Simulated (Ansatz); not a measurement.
Program: Ansatz. Geometries: PBE0-D4/def2-TZVP. ΔE: electronic, gas phase. CCSD(T)/CBS is the MP2 limit (def2-TZVPP, def2-QZVPP) plus CCSD(T) − MP2 in def2-TZVPP, frozen cores. This one scheme is used for every species. DFT in def2-TZVPP. B3LYP here is the variant with VWN-RPA as its local correlation; programs differ in this. HSE06 is defined as in plane-wave codes. For Ga outer-core shells are correlated without core-valence functions, which leaves a few kJ/mol of doubt a bond. Scalar relativity is left out up to krypton. One conformer a species, not always the lowest.

Consider the formal exchange of groups at a Ga–B bond: `C[BH][GaH2]` + `OBCl` → `O[B](Cl)[GaH2]` + `BC`.

```csv
level,ΔE (kJ/mol),difference from CCSD(T)/CBS
LDA (SPW92),5.6,4.7
PBE-D4,2.8,1.9
revPBE-D4,1.9,1.0
BLYP-D4,0.5,-0.4
r2SCAN-D4,3.2,2.3
B97M-V,3.8,2.9
PBE0-D4,1.9,1.0
B3LYP-D4,0.2,-0.7
r2SCAN0-D4,2.3,1.4
HSE06-D4,1.9,1.0
BHLYP-D4,-1.0,-1.9
CAM-B3LYP-D4,0.3,-0.6
ωB97X-V,-0.1,-1.0
ωB97M-V,-0.1,-1.0
B2PLYP,0.4,-0.5
PBE-QIDH,0.9,0.0
PBE,3.6,2.7
revPBE,3.1,2.2
BLYP,2.2,1.3
PBE0,2.6,1.7
B3LYP,1.6,0.7
r2SCANh,3.0,2.1
r2SCAN0,2.5,1.6
HSE06,2.6,1.7
BHLYP,0.8,-0.1
CAM-B3LYP,1.1,0.2
LC-ωPBE,1.6,0.7
RPA@PBE/def2-TZVPP,-0.4,-1.3
HF/def2-SVP,0.8,-0.1
CCSD/def2-SVP,3.0,2.1
CCSD(T)/def2-SVP,2.8,1.9
HF/def2-TZVPP,-0.8,-1.7
SCS-MP2/def2-TZVPP,-1.1,-2.0
CCSD/def2-TZVPP,1.3,0.4
HF/def2-QZVPP,-0.7,-1.6
MP2/def2-QZVPP,-0.8,-1.7
SCS-MP2/def2-QZVPP,-0.9,-1.8
HF/CBS(def2),-0.7,-1.6
MP2/CBS(def2),-0.7,-1.6
CCSD/CBS(def2),1.5,0.6
CCSD(T)/CBS,0.9,0
```

Largest T1 diagnostic among the species: 0.014.

Leaving LDA and LC-ωPBE aside and taking each functional with its dispersion term where it has one, the values spread over 4.9 kJ/mol, from BHLYP-D4 to B97M-V.
